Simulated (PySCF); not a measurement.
Gas-phase reaction: 3 HSiNH₂ + 3 HCHO (formaldehyde) + 3 H₂CSiH₂ = 3 H₃SiN(CH₃)₂ + Si₃O₃. Level: PBE0/def2-QZVP†; standard pressure 1 bar.

Computed with PySCF and rigid-rotor harmonic-oscillator thermochemistry at 1 bar. † marks an energy on the PBE0/def2-TZVP geometry and frequencies. All species are closed-shell singlets. HSiNH₂, H₂CSiH₂, Si₃O₃: computed as isolated molecules; such fragments, hydroxides, amides, oligomers or adducts are transient or little studied in the gas. The harmonic model lacks anharmonicity and excited electronic states, which grow with temperature; levels with a mode under 35 cm⁻¹ are left out. Internal rotation in HSiNH₂, H₃SiN(CH₃)₂ is treated as a harmonic vibration of one conformer, which makes the entropy rough. Soft modes under 120 cm⁻¹ make the harmonic entropy rough for Si₃O₃.

| T (K) | 1000/T (1/K) | log10 K |
|---|---|---|
| 800 | 1.2500 | 49.19 |
| 1000 | 1.0000 | 31.03 |
| 1200 | 0.8333 | 19.03 |
| 1400 | 0.7143 | 10.55 |
| 1600 | 0.6250 | ? |
| 1800 | 0.5556 | -0.58 |

Question: Fit log10 K = a + b·(1000/T) to the five rows, get the mean ΔH° and ΔS°, and predict log10 K at 1600 K.

Answer: Means: 1000/T = 0.8706, log10 K = 21.844. Sums of products about the means: Sxy = 20.49752, Sxx = 0.285735, so b = Sxy/Sxx = 71.74 and a = 21.844 − (71.74)×0.8706 = -40.62.
ΔH° = −R ln 10 × 1000 K × b = −19.145 × (71.74) = -1373 kJ; ΔS° = R ln 10 × a = -778 J/K. The run's own values go from -1396 kJ and -803 J/K at 800 K to -1325 kJ and -747 J/K at 1800 K.
Prediction at 1600 K: -40.62 + (71.74)×0.6250 = 4.22. The computed value is 4.26, 0.04 from the line.
For scale, ΔH°(298 K) is -1404 kJ at this level, -1441 kJ at ωB97M-V/def2-TZVP†, and runs from -1945 to -1189 kJ over the 19 levels computed.
